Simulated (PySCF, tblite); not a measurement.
C₆H₉NP₂.
Structure used (GFN2-xTB), in Å, numbered top down from 1:
```xyz
18
C6H9NP2 angstrom
C     -1.896   -0.922   -0.514
N     -1.022    0.037    0.115
C     -1.660    1.067    0.898
C      0.341   -0.017   -0.035
C      0.874   -0.756   -1.099
P      2.518   -1.027   -1.542
C      3.420   -0.132   -0.375
P      2.862    0.813    0.956
C      1.146    0.668    0.883
H     -2.163   -0.632   -1.537
H     -2.812   -1.003    0.071
H     -1.428   -1.907   -0.538
H     -2.671    1.222    0.522
H     -1.120    2.010    0.802
H     -1.723    0.802    1.960
H      0.177   -1.224   -1.781
H      4.498   -0.172   -0.494
H      0.650    1.179    1.697
```

The calculation used PBE0/pcSseg-1 in PySCF (dipole) on a GFN2-xTB geometry, gas phase.

Take the most abundant isotopes and a rigid rotor. 

Problem. Give the principal moments of inertia and the rotational constants in cm⁻¹.

Solution. Ia = 250.83, Ib = 577.25, Ic = 813.79 u·Å²; 505379 MHz·u·Å²/I gives 2015, 875.5 and 621.0 MHz, that is A = 0.06721, B = 0.02920, C = 0.02071 cm⁻¹.

Problem. What kind of rotor is it?

Solution. An asymmetric top: κ = (2 × 875.5 − 2015 − 621.0)/(2015 − 621.0) = -0.63.

Problem. What does the inertial defect say?

Solution. Not planar: Δ = Ic − Ia − Ib = -14.29 u·Å². For a rigid frame Δ = −2 Σ m c², so Σ m c² = 7.15 u·Å² lies off the ab plane: 4.09 from hydrogen and 3.06 from heavier atoms. The atom farthest from that plane is 1.09 Å away.

Problem. Which lines would a microwave search look for?

Solution. The dipole components are |μa| = 4.20 D, |μb| = 0.00 D, |μc| = 0.00 D; the symmetry axis of this C2 structure is a, so μb and μc vanish by symmetry and there are no b-type or c-type lines. Some lines, for components of 0.1 D or more:

```json
{"type": "a", "branch": "Q", "J(Ka,Kc)": "4(2,2) ← 4(2,3)", "MHz": "523", "lower level (cm⁻¹)": "0.667"}
{"type": "a", "branch": "Q", "J(Ka,Kc)": "2(1,1) ← 2(1,2)", "MHz": "763", "lower level (cm⁻¹)": "0.179"}
{"type": "a", "branch": "R", "J(Ka,Kc)": "1(0,1) ← 0(0,0)", "MHz": "1497", "lower level (cm⁻¹)": "0.000"}
{"type": "a", "branch": "Q", "J(Ka,Kc)": "3(1,2) ← 3(1,3)", "MHz": "1523", "lower level (cm⁻¹)": "0.316"}
{"type": "a", "branch": "Q", "J(Ka,Kc)": "4(1,3) ← 4(1,4)", "MHz": "2520", "lower level (cm⁻¹)": "0.496"}
{"type": "a", "branch": "R", "J(Ka,Kc)": "2(1,2) ← 1(1,1)", "MHz": "2739", "lower level (cm⁻¹)": "0.088"}
{"type": "a", "branch": "R", "J(Ka,Kc)": "2(0,2) ← 1(0,1)", "MHz": "2955", "lower level (cm⁻¹)": "0.050"}
{"type": "a", "branch": "R", "J(Ka,Kc)": "2(1,1) ← 1(1,0)", "MHz": "3248", "lower level (cm⁻¹)": "0.096"}
{"type": "a", "branch": "R", "J(Ka,Kc)": "3(1,3) ← 2(1,2)", "MHz": "4086", "lower level (cm⁻¹)": "0.179"}
{"type": "a", "branch": "R", "J(Ka,Kc)": "3(0,3) ← 2(0,2)", "MHz": "4343", "lower level (cm⁻¹)": "0.148"}
{"type": "a", "branch": "R", "J(Ka,Kc)": "3(2,2) ← 2(2,1)", "MHz": "4490", "lower level (cm⁻¹)": "0.319"}
{"type": "a", "branch": "R", "J(Ka,Kc)": "3(2,1) ← 2(2,0)", "MHz": "4636", "lower level (cm⁻¹)": "0.320"}
{"type": "a", "branch": "R", "J(Ka,Kc)": "3(1,2) ← 2(1,1)", "MHz": "4845", "lower level (cm⁻¹)": "0.205"}
{"type": "a", "branch": "R", "J(Ka,Kc)": "4(1,4) ← 3(1,3)", "MHz": "5411", "lower level (cm⁻¹)": "0.316"}
{"type": "a", "branch": "R", "J(Ka,Kc)": "4(0,4) ← 3(0,3)", "MHz": "5648", "lower level (cm⁻¹)": "0.293"}
{"type": "a", "branch": "R", "J(Ka,Kc)": "4(2,3) ← 3(2,2)", "MHz": "5956", "lower level (cm⁻¹)": "0.468"}
{"type": "a", "branch": "R", "J(Ka,Kc)": "4(3,2) ← 3(3,1)", "MHz": "6053", "lower level (cm⁻¹)": "0.680"}
{"type": "a", "branch": "R", "J(Ka,Kc)": "4(3,1) ← 3(3,0)", "MHz": "6074", "lower level (cm⁻¹)": "0.681"}
{"type": "a", "branch": "R", "J(Ka,Kc)": "4(2,2) ← 3(2,1)", "MHz": "6294", "lower level (cm⁻¹)": "0.475"}
{"type": "a", "branch": "R", "J(Ka,Kc)": "4(1,3) ← 3(1,2)", "MHz": "6407", "lower level (cm⁻¹)": "0.366"}
```

Problem. Estimate the classical rotational partition function at 25 K, 50 K and 100 K.

Solution. Point group C2, symmetry number σ = 2; q = (√π/σ)·√((kT/h)³/(ABC)), k/h = 20836.6 MHz/K: 10100 at 25 K, 28500 at 50 K, 80500 at 100 K.

Its GFN2-xTB frequencies are all real (lowest 61 cm⁻¹). Zero-point vibration and centrifugal distortion are left out. A rigid rotor knows nothing of internal rotation, which can split or shift real lines. Quadrupole hyperfine structure (14N) is left out.

On an Arm Neoverse V2 with one thread, on a shared host, this took 36 s of wall time. This is the PBE0/pcSseg-1 job that gave the dipole, with the shieldings it also computed.
